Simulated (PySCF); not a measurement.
C7H7OPS.
Atom-mapped SMILES: `[CH3:1][S:2][c:3]1[cH:4][cH:5][cH:6][p:7][c:8]1[CH:9]=[O:10]` (hydrogens: H11, H12, H13 on C1; H14 on C4; H15 on C5; H16 on C6; H17 on C9)

The same species was optimised twice, with GFN2-xTB and with PBE0-D3(BJ)/def2-SVP (PySCF), and the same property calculations (PySCF, gas phase) were run on both structures.

```
      coordinate  GFN2-xTB  PBE0-D3(BJ)/def2-SVP  change
       C8–C9 (Å)     1.455                 1.483  +0.028
       C1–S2 (Å)     1.817                 1.798  -0.019
       C3–C4 (Å)     1.389                 1.404  +0.015
       C5–C6 (Å)     1.378                 1.392  +0.014
       C3–C8 (Å)     1.401                 1.413  +0.012
       C6–P7 (Å)     1.733                 1.727  -0.006
       C4–C5 (Å)     1.386                 1.391  +0.005
       S2–C3 (Å)     1.770                 1.772  +0.002
      C9=O10 (Å)     1.208                 1.207  -0.001
       P7–C8 (Å)     1.756                 1.754  -0.002
    P7–C8–C9 (°)     111.3                 113.9    +2.6
    C3–C8–C9 (°)     122.9                 120.7    -2.2
   C8–C9–O10 (°)     122.4                 124.1    +1.7
    C6–P7–C8 (°)      99.6                 100.7    +1.1
    S2–C3–C8 (°)     116.9                 117.9    +1.0
    C1–S2–C3 (°)     105.1                 104.1    -1.0
    S2–C3–C4 (°)     121.2                 120.6    -0.6
    C4–C3–C8 (°)     121.9                 121.4    -0.5
 C1–S2–C3–C4 (°)        -2                     0      +2
P7–C8–C9–O10 (°)         0                     1      +1
```

Rotational constants: A = 1441, B = 850.3, C = 536.7 MHz (GFN2-xTB) against A = 1392, B = 856.7, C = 532.2 MHz (PBE0-D3(BJ)/def2-SVP).

On the GFN2-xTB structure: HOMO (eV) -6.76 [PBE0/pcSseg-1]; LUMO (eV) -2.51 [PBE0/pcSseg-1]; dipole (D) 5.87 [PBE0/pcSseg-1]; GIAO shielding of C1 (ppm) 168.8 [PBE0/pcSseg-1]; GIAO shielding of S2 (ppm) 486.8 [PBE0/pcSseg-1]; GIAO shielding of C3 (ppm) 28.5 [PBE0/pcSseg-1]; GIAO shielding of C4 (ppm) 60.2 [PBE0/pcSseg-1]; GIAO shielding of C5 (ppm) 45.7 [PBE0/pcSseg-1]; GIAO shielding of C6 (ppm) 24.0 [PBE0/pcSseg-1]; GIAO shielding of P7 (ppm) 43.6 [PBE0/pcSseg-1]; GIAO shielding of C8 (ppm) 21.8 [PBE0/pcSseg-1].

Problem. What do these properties become on the PBE0-D3(BJ)/def2-SVP structure?

Solution. 
```
                                    property          level  on GFN2-xTB  on PBE0-D3(BJ)/def2-SVP  change
                                   HOMO (eV)  PBE0/pcSseg-1        -6.76                    -6.78   -0.02
                                   LUMO (eV)  PBE0/pcSseg-1        -2.51                    -2.47   +0.04
                                  dipole (D)  PBE0/pcSseg-1         5.87                     5.92   +0.05
energy, GFN2-xTB geometry as zero (kcal/mol)  PBE0/pcSseg-1          0.0                     -1.0    -1.0
                  GIAO shielding of C1 (ppm)  PBE0/pcSseg-1        168.8                    167.7    -1.1
                  GIAO shielding of S2 (ppm)  PBE0/pcSseg-1        486.8                    487.4    +0.6
                  GIAO shielding of C3 (ppm)  PBE0/pcSseg-1         28.5                     24.5    -4.0
                  GIAO shielding of C4 (ppm)  PBE0/pcSseg-1         60.2                     57.1    -3.1
                  GIAO shielding of C5 (ppm)  PBE0/pcSseg-1         45.7                     42.9    -2.8
                  GIAO shielding of C6 (ppm)  PBE0/pcSseg-1         24.0                     24.5    +0.5
                  GIAO shielding of P7 (ppm)  PBE0/pcSseg-1         43.6                     52.7    +9.1
                  GIAO shielding of C8 (ppm)  PBE0/pcSseg-1         21.8                     21.1    -0.7
```

The heavy atoms differ by 0.041 Å rms after alignment. Among bonds between heavy atoms C8–C9 changes most (+0.028 Å). Changes are differences of the printed values. Neither structure is proved a minimum here.

Shape of the structure used: `[CH3:1][S:2][c:3]1[cH:4][cH:5][cH:6][p:7][c:8]1[CH:9]=[O:10]`: C1–S2–C3–C4 0°, P7–C8–C9–O10 1°.
